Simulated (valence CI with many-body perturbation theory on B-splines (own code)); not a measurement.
# Ta51+: E2, M1 decay

Computed by relativistic CI+MBPT: four valence electrons over a frozen Dirac-Fock core [Ar], radial functions for each j: 9 s, 9 p, 10 d, 8 f, 5 g, 3 h, 1 i, with the one-electron correlation potential Σ1, the two-electron term Σ2, the three-electron term Σ3, Breit, model QED; selected CI, second order for the rest (own B-spline code, finite nucleus).

The last digits are not significant, and no measured levels were compared; by estimate large intervals hold to a few tenths of a per cent, small ones and those within an open d or f shell to about a per cent. The list stops below the first excitations out of the core. Only levels of the ground parity were solved; by the run's estimate the other parity begins above the list, which can be wrong where configurations are misplaced.

Lines 1 to 50 of 92 in falling wavelength, among levels below 236.15 eV, chosen from the decays that carry over 1 % of a level's rate. Wavelengths and rates use the calculated energies. Electric multipoles are in the length gauge, E1 and E2 with the static RPA response of the core. Weak lines are less certain than strong ones. Lines between different terms over intervals too small for the method are left out, as are lines whose strength nearly cancels. The highest levels of a list are the least certain. Branching is blank where the lifetime is uncertain.

Levels are named by their leading jj configuration (3d3/2^4 stands for four electrons in 3d with j = 3/2), which in mixed levels can hold well under half, so a name can repeat and another be missing. Letters in brackets count levels of one name in rising energy.

```csv
λ vac (nm),Upper,Lower,Type,A (s⁻¹),Branch %
444.7,(3d3/2^2 3d5/2^2) J=6,(3d3/2^2 3d5/2^2) J=5,M1,8.04e+01,
367.3,(3d3/2^3 3d5/2) J=3,(3d3/2^3 3d5/2) J=2,M1,2.43e+02,
196.5,(3d3/2^3 3d5/2) J=3,(3d3/2^3 3d5/2) J=4,M1,1.09e+03,
102.3,(3d3/2^2 3d5/2^2) J=4 [b],(3d3/2^2 3d5/2^2) J=3 [a],M1,5.81e+03,1.1
84.57,(3d3/2^3 3d5/2) J=2,(3d3/2^3 3d5/2) J=1,M1,2.46e+04,97.8
70.49,(3d3/2^2 3d5/2^2) J=2 [d],(3d3/2^2 3d5/2^2) J=2 [c],M1,2.32e+04,9.8
68.36,(3d3/2^2 3d5/2^2) J=2 [b],(3d3/2^2 3d5/2^2) J=2 [a],M1,1.56e+04,1.9
65.22,(3d3/2 3d5/2^3) J=0,(3d3/2 3d5/2^3) J=1 [a],M1,3.22e+04,1.1
41.35,(3d3/2^2 3d5/2^2) J=2 [d],(3d3/2^2 3d5/2^2) J=2 [b],M1,1.49e+04,6.3
38.50,(3d3/2^2 3d5/2^2) J=2 [d],(3d3/2^2 3d5/2^2) J=3 [b],M1,4.39e+03,1.9
36.82,(3d3/2^2 3d5/2^2) J=4 [c],(3d3/2^2 3d5/2^2) J=4 [a],M1,4.24e+04,4.3
35.06,(3d3/2^2 3d5/2^2) J=2 [d],(3d3/2^2 3d5/2^2) J=1,M1,5.71e+03,2.4
31.04,(3d3/2 3d5/2^3) J=3 [b],(3d3/2^2 3d5/2^2) J=2 [d],M1,7.30e+04,1.9
30.98,(3d3/2 3d5/2^3) J=1 [b],(3d3/2^2 3d5/2^2) J=0 [b],M1,2.50e+05,5.2
28.17,(3d3/2^2 3d5/2^2) J=2 [d],(3d3/2^2 3d5/2^2) J=3 [a],M1,2.30e+04,9.7
25.77,(3d3/2^2 3d5/2^2) J=2 [d],(3d3/2^2 3d5/2^2) J=2 [a],M1,3.12e+03,1.3
24.49,(3d3/2^2 3d5/2^2) J=0 [b],(3d3/2^2 3d5/2^2) J=1,M1,4.92e+05,36.9
24.39,(3d3/2^2 3d5/2^2) J=2 [a],(3d3/2^3 3d5/2) J=3,M1,5.53e+04,1.2
23.42,(3d3/2^2 3d5/2^2) J=4 [a],(3d3/2^3 3d5/2) J=3,M1,2.94e+05,10.6
23.00,(3d3/2 3d5/2^3) J=3 [a],(3d3/2^2 3d5/2^2) J=2 [b],M1,8.12e+04,1.2
22.88,(3d3/2^2 3d5/2^2) J=2 [a],(3d3/2^3 3d5/2) J=2,M1,8.22e+05,17.2
22.64,(3d3/2 3d5/2^3) J=3 [c],(3d3/2^2 3d5/2^2) J=2 [d],M1,2.47e+05,7.5
22.57,(3d3/2^2 3d5/2^2) J=3 [a],(3d3/2^3 3d5/2) J=3,M1,1.58e+06,58.2
22.43,(3d3/2 3d5/2^3) J=1 [b],(3d3/2^2 3d5/2^2) J=2 [d],M1,9.13e+05,19.1
22.31,(3d3/2 3d5/2^3) J=2,(3d3/2^2 3d5/2^2) J=2 [c],M1,2.33e+05,4.4
22.21,(3d3/2 3d5/2^3) J=3 [a],(3d3/2^2 3d5/2^2) J=4 [b],M1,2.57e+05,3.9
21.55,(3d3/2 3d5/2^3) J=3 [b],(3d3/2^2 3d5/2^2) J=2 [c],M1,7.03e+04,1.8
21.26,(3d3/2^2 3d5/2^2) J=3 [a],(3d3/2^3 3d5/2) J=2,M1,1.13e+06,41.5
21.02,(3d3/2 3d5/2^3) J=1 [a],(3d3/2^2 3d5/2^2) J=2 [b],M1,3.03e+05,3.7
20.93,(3d3/2^2 3d5/2^2) J=4 [a],(3d3/2^3 3d5/2) J=4,M1,2.49e+06,89.4
20.78,(3d3/2^3 3d5/2) J=1,(3d3/2^4) J=0,M1,2.73e+06,100.0
20.13,(3d3/2 3d5/2^3) J=5,(3d3/2^2 3d5/2^2) J=4 [b],M1,1.17e+06,35.5
19.69,(3d3/2 3d5/2^3) J=4 [a],(3d3/2^2 3d5/2^2) J=5,M1,2.89e+05,4.9
19.27,(3d3/2 3d5/2^3) J=1 [a],(3d3/2^2 3d5/2^2) J=1,M1,1.54e+06,18.6
19.11,(3d3/2^2 3d5/2^2) J=5,(3d3/2^3 3d5/2) J=4,M1,1.36e+06,99.9
18.62,(3d3/2 3d5/2^3) J=4 [a],(3d3/2^2 3d5/2^2) J=3 [a],M1,1.36e+06,22.9
18.58,(3d3/2^2 3d5/2^2) J=3 [b],(3d3/2^3 3d5/2) J=3,M1,3.64e+05,19.3
18.52,(3d3/2^2 3d5/2^2) J=1,(3d3/2^3 3d5/2) J=2,M1,2.72e+06,98.7
18.49,(3d3/2^2 3d5/2^2) J=4 [b],(3d3/2^3 3d5/2) J=3,M1,5.14e+05,96.6
18.48,(3d3/2 3d5/2^3) J=3 [c],(3d3/2^2 3d5/2^2) J=4 [c],M1,1.56e+06,47.1
18.43,(3d3/2 3d5/2^3) J=5,(3d3/2^2 3d5/2^2) J=6,M1,6.60e+05,20.1
18.32,(3d3/2^2 3d5/2^2) J=6,(3d3/2^3 3d5/2) J=4,E2,8.79e+01,
18.30,(3d3/2 3d5/2^3) J=4 [b],(3d3/2^2 3d5/2^2) J=4 [c],M1,1.00e+06,26.3
18.27,(3d3/2 3d5/2^3) J=6,(3d3/2^2 3d5/2^2) J=6,M1,1.28e+06,46.7
18.25,(3d3/2 3d5/2^3) J=3 [a],(3d3/2^2 3d5/2^2) J=3 [a],M1,2.37e+06,35.7
18.24,(3d3/2 3d5/2^3) J=2,(3d3/2^2 3d5/2^2) J=2 [b],M1,1.33e+06,24.9
18.18,(3d3/2^2 3d5/2^2) J=0 [a],(3d3/2^3 3d5/2) J=1,M1,6.78e+06,100.0
18.08,(3d3/2 3d5/2^3) J=4 [a],(3d3/2^2 3d5/2^2) J=4 [a],M1,4.22e+06,70.9
18.00,(3d3/2^2 3d5/2^2) J=2 [a],(3d3/2^3 3d5/2) J=1,M1,3.89e+06,81.6
17.98,(3d3/2^2 3d5/2^2) J=2 [b],(3d3/2^3 3d5/2) J=3,M1,1.42e+04,1.7
```
